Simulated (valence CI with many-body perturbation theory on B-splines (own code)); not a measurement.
# Forbidden lines of Ag40+

Computed by relativistic CI+MBPT: five valence electrons over a frozen Dirac-Fock core [He], radial functions for each j: 11 s, 11 p, 10 d, 8 f, 5 g, 2 h, with the one-electron correlation potential Σ1, the two-electron term Σ2, the three-electron term Σ3, Breit, model QED; selected CI, second order for the rest, scaled by the run's own slope (own B-spline code, finite nucleus).

The last digits are not significant, and no measured levels were compared; by estimate large intervals hold to a few tenths of a per cent, small ones and those within an open d or f shell to about a per cent. Among the levels kept, up to 7100 cm⁻¹ of a level comes from second order outside the variational space, and about a tenth of that is noise between levels of different J, which matters for small intervals.

Lines 51 to 72 of 72 in falling wavelength, among levels below 312.91 Ry, chosen from the decays that carry over 1 % of a level's rate. Wavelengths and rates use the calculated energies. Electric multipoles are in the length gauge, E1 and E2 with the static RPA response of the core. S is in atomic units (e²a₀⁴ for E2 and M2, e²a₀⁶ for E3), for M1 in squared Bohr magnetons. Weak lines are less certain than strong ones. Lines between different terms over intervals too small for the method are left out, as are lines whose strength nearly cancels. The highest levels of a list are the least certain.

Levels are named by their leading jj configuration (3d3/2^4 stands for four electrons in 3d with j = 3/2), which in mixed levels can hold well under half, so a name can repeat and another be missing. Letters in brackets count levels of one name in rising energy.

| λ vac (Å) | Upper | Lower | Type | A (s⁻¹) | S (a.u.) |
| --- | --- | --- | --- | --- | --- |
| 3.360 | (2s^2 2p3/2^2 3p3/2) J=1/2 | (2s^2 2p1/2 2p3/2^2) J=5/2 | E2 | 5.13e+10 | 3.93e-05 |
| 3.355 | (2s 2p3/2^3 3p3/2) J=7/2 | (2s 2p1/2 2p3/2^3) J=3/2 [a] | E2 | 5.77e+10 | 1.75e-04 |
| 3.348 | (2s^2 2p3/2^2 3p3/2) J=3/2 [b] | (2s^2 2p1/2 2p3/2^2) J=1/2 | E2 | 6.63e+10 | 9.97e-05 |
| 3.348 | (2s^2 2p3/2^2 3p3/2) J=5/2 | (2s^2 2p1/2 2p3/2^2) J=3/2 | E2 | 2.65e+10 | 5.98e-05 |
| 3.348 | (2s^2 2p3/2^2 3p3/2) J=7/2 | (2s^2 2p1/2 2p3/2^2) J=3/2 | E2 | 5.25e+10 | 1.58e-04 |
| 3.348 | (2s^2 2p1/2 2p3/2 3p3/2) J=5/2 [b] | (2s^2 2p1/2^2 2p3/2) J=3/2 | E2 | 5.18e+10 | 1.17e-04 |
| 3.338 | (2s 2p1/2^2 2p3/2 3d5/2) J=9/2 | (2s^2 2p1/2 2p3/2^2) J=5/2 | E2 | 8.34e+08 | 3.08e-06 |
| 3.337 | (2s^2 2p1/2 2p3/2 3p3/2) J=1/2 [b] | (2s^2 2p1/2^2 2p3/2) J=3/2 | E2 | 3.26e+10 | 2.41e-05 |
| 3.296 | (2s^2 2p3/2^2 3d5/2) J=9/2 | (2s^2 2p1/2 2p3/2^2) J=5/2 | M2 | 4.49e+08 | 1.56e-06 |
| 3.293 | (2s^2 2p1/2 2p3/2 3d5/2) J=9/2 | (2s^2 2p1/2^2 2p3/2) J=3/2 | E3 | 1.73e+08 | 2.32e-05 |
| 3.280 | (2s^2 2p3/2^2 3d5/2) J=9/2 | (2s^2 2p1/2 2p3/2^2) J=3/2 | E3 | 1.34e+08 | 1.75e-05 |
| 3.194 | (2s 2p1/2 2p3/2^2 3d5/2) J=9/2 [a] | (2s^2 2p1/2 2p3/2^2) J=5/2 | E2 | 1.08e+10 | 3.22e-05 |
| 3.186 | (2s 2p1/2^2 2p3/2 3d3/2) J=7/2 | (2s^2 2p1/2^2 2p3/2) J=3/2 | E2 | 8.36e+10 | 1.96e-04 |
| 3.178 | (2s 2p1/2 2p3/2^2 3d3/2) J=9/2 | (2s^2 2p1/2 2p3/2^2) J=5/2 | E2 | 1.25e+11 | 3.62e-04 |
| 3.176 | (2s 2p1/2 2p3/2^2 3d5/2) J=7/2 [a] | (2s^2 2p1/2 2p3/2^2) J=3/2 | E2 | 3.48e+11 | 8.04e-04 |
| 3.168 | (2s 2p1/2 2p3/2^2 3d5/2) J=9/2 [b] | (2s^2 2p1/2 2p3/2^2) J=5/2 | E2 | 2.87e+11 | 8.17e-04 |
| 3.142 | (2s 2p1/2^2 2p3/2 3d3/2) J=5/2 [b] | (2s^2 2p1/2^2 2p3/2) J=3/2 | E2 | 1.63e+11 | 2.68e-04 |
| 3.137 | (2s 2p1/2 2p3/2^2 3d3/2) J=7/2 [c] | (2s^2 2p1/2 2p3/2^2) J=5/2 | E2 | 2.04e+11 | 4.43e-04 |
| 3.136 | (2s 2p1/2^2 2p3/2 3d3/2) J=1/2 [b] | (2s^2 2p1/2^2 2p3/2) J=3/2 | E2 | 4.64e+11 | 2.51e-04 |
| 3.127 | (2s 2p1/2 2p3/2^2 3d3/2) J=3/2 [d] | (2s^2 2p1/2 2p3/2^2) J=3/2 | E2 | 2.96e+11 | 3.16e-04 |
| 3.125 | (2s 2p1/2 2p3/2^2 3d5/2) J=9/2 [c] | (2s^2 2p1/2 2p3/2^2) J=5/2 | E2 | 4.36e+11 | 1.16e-03 |
| 3.122 | (2s 2p1/2 2p3/2^2 3d3/2) J=7/2 [c] | (2s^2 2p1/2 2p3/2^2) J=3/2 | E2 | 1.07e+11 | 2.26e-04 |
